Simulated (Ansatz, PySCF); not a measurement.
Torsion H4–O1–Si2–S3 in H2OSSi (SMILES O[Si]S); at each angle all else is relaxed with GFN2-xTB, and the levels are single points there.
Geometry at 180° (charge 0, multiplicity 1):
```xyz
5

O     -0.981     0.436    -0.702
Si    -0.033    -0.868    -0.390
S      1.747    -0.096    -1.377
H     -1.889     0.509    -0.426
H      1.208     1.055    -1.754
```

On the grid 0° to 330°, 270° is the highest and 180° the lowest point at MP2/CBS(cc-pV(T+d)Z, cc-pV(Q+d)Z) + ΔCCSD(T)/cc-pV(T+d)Z.

Frozen-core correlation. CBS(a, b) extrapolates the correlation energy as X⁻³ and adds the Hartree–Fock energy of set b.

Codes used: Ansatz (a first-principles code); PySCF for the dispersion terms. Each number belongs to the level named beside it.

Problem. Give the energy at 270° less that at 180° at the level HF/cc-pV(T+d)Z.

Solution. 230 meV

Problem. Estimate the energy at 270° less that at 180° that PBE-D4/def2-TZVPP returns for this input.

Solution. 238 meV

Problem. Estimate the energy at 270° less that at 180° that MP2/CBS(cc-pV(T+d)Z, cc-pV(Q+d)Z) + ΔCCSD(T)/cc-pV(T+d)Z returns for this input.

Solution. 251 meV
